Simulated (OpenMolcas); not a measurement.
Rh I: effect of the active space

```
Program             : OpenMolcas
Method              : MS-CASPT2, IPEA 0.25 Eh, imaginary shift 0.1 Eh
Basis               : ANO-RCC-VQZP
Scalar Hamiltonian  : DKH2, point nucleus
Spin-orbit coupling : state interaction with AMFI integrals over the reference wave functions, term energies averaged over their components
```

A. 9 electrons in 6 orbitals (4d 5s); 2S+1 = 4 even, 20 roots; 2S+1 = 2 even, 52 roots kept (CI in the orbitals of an earlier block); closed shells correlated: 4s 4p; CASPT2 step roughly 40 core-seconds
B. 9 electrons in 11 orbitals (4d 5s 5d); 2S+1 = 4 even, 17 roots; 2S+1 = 2 even, 29 roots kept (CI in the orbitals of an earlier block); closed shells correlated: 4s 4p; CASPT2 step roughly 2.7 core-hours

Energies in cm-1 above 4d8 5s 4F 9/2, the measured ground level; measured values from NIST Handbook of Basic Atomic Spectroscopic Data.

| Level | A | B | Measured |
| --- | --- | --- | --- |
| 4d8 5s 4F 9/2 | 0.0 | 0.0 | 0.0 |
| 4d8 5s 4F 7/2 | 1497 | 1469 | 1530 |
| 4d8 5s 4F 5/2 | 2910 | 2750 | 2598 |
| 4d8 5s 4F 3/2 | 3650 | 3580 | 3473 |
| 4d8 5s 2F 7/2 | 5200 | 5080 | 5691 |
| 4d8 5s 2F 5/2 [64 %] | 6790 | 7230 | 7791 |
| 4d7 5s2 4F 9/2 | 10970 | 13310 |  |
| 4d8 5s 4P 3/2 | 11410 | 10600 |  |
| 4d8 5s 4P 1/2 | 11680 | 11480 |  |
| 4d7 5s2 4F 7/2 | 12930 | 15150 |  |
| 4d8 5s 2P 1/2 | 13830 | 14120 |  |
| 4d7 5s2 4F 5/2 | 14200 | 16620 |  |
| 4d7 5s2 4F 3/2 | 14950 | 17650 |  |
| 4d8 5s 2G 9/2 | 16100 | 16290 |  |
| 4d8 5s 2G 7/2 | 16160 | 16410 |  |

Deviations, from unrounded energies. A percentage is the sum of absolute deviations over the sum of measured energies, with the sign that they share, or ± where signs differ.

```tsv
Against measurement	Levels	A	B
mean absolute deviation (cm-1)	5	400	300
fine structure of the ground term (%)	3	±6.9	±4.2
other terms of the ground configuration (%)	2	-11.1	-8.7
```

B lies closest to measurement on these levels. The largest miss of B in the table is 4d8 5s 2F 7/2, by -610 cm-1. The ranking rests on the paired levels alone, and a cruder setting can come out closer through cancelling errors.

The two smallest mean deviations differ by little beside CASPT2's spread within terms, so their order carries little weight.

Between A and B the level of the table that moves most is 4d7 5s2 4F 3/2, by 2700 cm-1 (lowest in A, highest in B). Moves below CASPT2's spread within the term are not significant.

Term energies are means over components that CASPT2 splits; among the terms shown or strongly mixed into the levels shown the widest spread is 1400 cm-1 (4d8 5s 2F, B). Terms from blocks run as CI alone lack orbitals of their own. The CASPT2 spread within a term exceeds the gap to the next term for 4d7 5s2 4F and 4d8 5s 2P, so the order of their levels is uncertain, and so are names and mixing where such terms share a J (figures for A; the like holds for B). A single d shell beside an s shell can misplace configurations of different d count against each other (holds for A). No level of 4d9 was computed, though it lies in the active space (holds for A). Active for correlation alone: 5d; no level in the range computed is led by a configuration that fills it, so any true level of that kind is missing (holds for B). Measured partners are found by configuration, term and J. A level has none where our copy of the source lacks it or the pairing is in doubt (some pairs that miss far off the trend of their configuration count as doubtful), and it then counts in no deviation. Only configurations of the active space appear. Levels that lie high or do not pair safely by name in every column are left out.

A share in square brackets marks a mixed level and gives the weight of the term that names it, the lowest over the columns.
